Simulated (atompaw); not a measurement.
**How hard is this Cr (Z = 24) PAW (atompaw) potential?**

| Item | Value |
| --- | --- |
| Element | Cr (Z = 24) |
| Generator | atompaw 4.2.0.5 |
| Type | PAW |
| Functional | PBEsol |
| Relativity | scalar-relativistic |
| Frozen core | [Ar] |
| Valence charge | 6 |
| Reference configuration | 3d5 4s1 4p0 |
| Partial waves | 4s (bound): rc 2.60 bohr; 4s channel at 0.3 Ry: rc 3.00 bohr; 4p (bound, empty): rc 3.00 bohr; 4p channel at 5.25 Ry: rc 3.00 bohr; 3d (bound): rc 1.00 bohr; 3d channel at 1.15 Ry: rc 1.00 bohr |
| Local potential | troulliermartins scheme with l = 3 at 0 Ry, radius 2.90 bohr |
| Core correction | smooth core density matched at 2.05 bohr |
| Augmentation charge | besselshape compensation charge, radius 2.45 bohr; PAW radius 3.00 bohr; waves and projectors: custom rrkj gramschmidtortho |

The pseudo-atom Hamiltonian at the reference potential is diagonalised in spherical Bessel functions j_l(qr) that vanish at 20 bohr, with q² up to the cutoff. All-electron valence levels (Ry): 4s -0.2952, 4p -0.0701, 3d -0.2153.

Problem. How do the lowest levels (Ry) of each channel move with the cutoff, and are there ghosts?

Solution.

| cutoff (Ry) | s #1 | s #2 | p #1 | d #1 | f #1 | Σ f·Δε (mRy) |
| --- | --- | --- | --- | --- | --- | --- |
| 8 | -0.2951 | 0.0072 | -0.0701 | 0.0515 | 0.1062 | 1333.6 |
| 12 | -0.2952 | 0.0072 | -0.0701 | 0.0511 | 0.1062 | 1331.6 |
| 21 | -0.2952 | 0.0072 | -0.0701 | 0.0508 | 0.1062 | 1329.8 |
| 30 | -0.2952 | 0.0072 | -0.0701 | 0.0500 | 0.1062 | 1326.2 |
| 45 | -0.2952 | 0.0072 | -0.0701 | 0.0300 | 0.1062 | 1226.2 |
| 55 | -0.2952 | 0.0072 | -0.0701 | -0.0807 | 0.1062 | 672.7 |
| 70 | -0.2952 | 0.0072 | -0.0701 | -0.1783 | 0.1062 | 184.5 |
| 100 | -0.2952 | 0.0072 | -0.0701 | -0.2138 | 0.1062 | 7.1 |
| 120 | -0.2952 | 0.0072 | -0.0701 | -0.2145 | 0.1062 | 3.4 |
| 180 | -0.2952 | 0.0072 | -0.0701 | -0.2151 | 0.1062 | 0.5 |
| 230 | -0.2952 | 0.0072 | -0.0701 | -0.2152 | 0.1062 | 0.3 |
| 400 | -0.2952 | 0.0072 | -0.0701 | -0.2152 | 0.1062 | 0.0 |

Result: no extra level below or beside the all-electron valence levels (s, p, d, f tested); 10 mRy is reached at 100 Ry and 1 mRy at 180 Ry.
